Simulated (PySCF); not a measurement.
C4H9O, SMILES C[CH]COC, doublet, PBE0/def2-SVP optimised geometry.

```
14

C      0.58    -1.65    -0.86
C      1.27    -0.60    -0.07
C      0.74     0.79     0.00
O     -0.66     0.79     0.00
C     -1.21     2.07     0.00
H      0.78    -1.54    -1.95
H     -0.51    -1.58    -0.74
H      0.92    -2.65    -0.58
H      2.31    -0.74     0.25
H      1.11     1.39    -0.87
H      1.14     1.30     0.90
H     -0.91     2.65    -0.89
H     -2.31     1.96    -0.01
H     -0.93     2.65     0.90
```

Density from unrestricted PBE0/def2-TZVP in PySCF 2.14.0 at that geometry.

Minimum of the electron density along straight lines between bonded atoms, close to the bond critical point (lines longer than 1.1 times the sum of covalent radii, or with two minima, are not listed):

```json
[
 {"bond": "C1–C2", "length / Å": "1.483", "ρ at the minimum / e bohr⁻³": "0.264", "∇²ρ there / e bohr⁻⁵": "-0.69", "position (fraction from the first atom)": "0.49"},
 {"bond": "C2–C3", "length / Å": "1.485", "ρ at the minimum / e bohr⁻³": "0.271", "∇²ρ there / e bohr⁻⁵": "-0.74", "position (fraction from the first atom)": "0.49"},
 {"bond": "C3–O4", "length / Å": "1.399", "ρ at the minimum / e bohr⁻³": "0.271", "∇²ρ there / e bohr⁻⁵": "-0.60", "position (fraction from the first atom)": "0.35"},
 {"bond": "O4–C5", "length / Å": "1.391", "ρ at the minimum / e bohr⁻³": "0.275", "∇²ρ there / e bohr⁻⁵": "-0.58", "position (fraction from the first atom)": "0.65"},
 {"bond": "C1–H6", "length / Å": "1.111", "ρ at the minimum / e bohr⁻³": "0.262", "∇²ρ there / e bohr⁻⁵": "-0.85", "position (fraction from the first atom)": "0.64"},
 {"bond": "C1–H7", "length / Å": "1.101", "ρ at the minimum / e bohr⁻³": "0.273", "∇²ρ there / e bohr⁻⁵": "-0.92", "position (fraction from the first atom)": "0.65"},
 {"bond": "C1–H8", "length / Å": "1.100", "ρ at the minimum / e bohr⁻³": "0.271", "∇²ρ there / e bohr⁻⁵": "-0.91", "position (fraction from the first atom)": "0.64"},
 {"bond": "C2–H9", "length / Å": "1.094", "ρ at the minimum / e bohr⁻³": "0.276", "∇²ρ there / e bohr⁻⁵": "-0.94", "position (fraction from the first atom)": "0.64"},
 {"bond": "C3–H10", "length / Å": "1.121", "ρ at the minimum / e bohr⁻³": "0.265", "∇²ρ there / e bohr⁻⁵": "-0.88", "position (fraction from the first atom)": "0.64"},
 {"bond": "C3–H11", "length / Å": "1.112", "ρ at the minimum / e bohr⁻³": "0.272", "∇²ρ there / e bohr⁻⁵": "-0.92", "position (fraction from the first atom)": "0.64"},
 {"bond": "C5–H12", "length / Å": "1.109", "ρ at the minimum / e bohr⁻³": "0.273", "∇²ρ there / e bohr⁻⁵": "-0.93", "position (fraction from the first atom)": "0.64"},
 {"bond": "C5–H13", "length / Å": "1.099", "ρ at the minimum / e bohr⁻³": "0.280", "∇²ρ there / e bohr⁻⁵": "-0.98", "position (fraction from the first atom)": "0.65"},
 {"bond": "C5–H14", "length / Å": "1.109", "ρ at the minimum / e bohr⁻³": "0.273", "∇²ρ there / e bohr⁻⁵": "-0.93", "position (fraction from the first atom)": "0.64"}
]
```
